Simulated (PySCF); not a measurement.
## B+ (boron, charge +1): UHF calculation

Configuration: [He] 2s2, closed-shell 1S. Computed with PySCF 2.14 in aug-cc-pwCVDZ (5s4p2d, 27 functions), with no relativity, point nucleus.

```json
{
  "Total energy": "-24.235833 hartree",
  "One-electron energy": "-30.3507 hartree",
  "Hartree (Coulomb) energy": "9.6061 hartree",
  "Exchange energy": "-3.4913 hartree",
  "Kinetic energy": "24.23234 hartree",
  "⟨S²⟩": "0.0000",
  "⟨L²⟩": "0.000",
  "Sum of ⟨r⟩": "4.256 bohr",
  "Sum of ⟨r²⟩": "8.002 bohr²",
  "Density at the nucleus (Gaussians lack the cusp)": "69.6 bohr⁻³",
  "Langevin diamagnetic susceptibility": "-6.34 ×10⁻⁶ cm³/mol"
}
```

```csv
shell,electrons,mean orbital energy (hartree),"rms radius, mean of both spins (bohr)"
1s,2,-8.18681,0.378
2s,2,-0.87367,1.96
```
